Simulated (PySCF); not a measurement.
Ligand exchange on a metal centre used in film growth or etching (Zr F-H). Gas-phase values, no solvent.

Calculation: PBE-D3(BJ)/def2-TZVP // BP86-D3(BJ)/def2-SVP run with PySCF 2.14.0. 

```csv
species,coordination number,mean distance from the central atom to its bonded neighbours (Å),charge on the central atom (Mulliken) (e),HOMO–LUMO gap (eV),LUMO (eV)
0 of 4 F replaced by H ([Zr(F)4]),4,1.908,1.64,7.79,-2.35
1 of 4 F replaced by H ([Zr(F)3(H)]),4,1.892,1.34,4.84,-2.82
2 of 4 F replaced by H,4,1.879,1.08,3.98,-3.35
3 of 4 F replaced by H ([Zr(F)(H)3]),4,1.866,0.85,3.91,-3.34
```
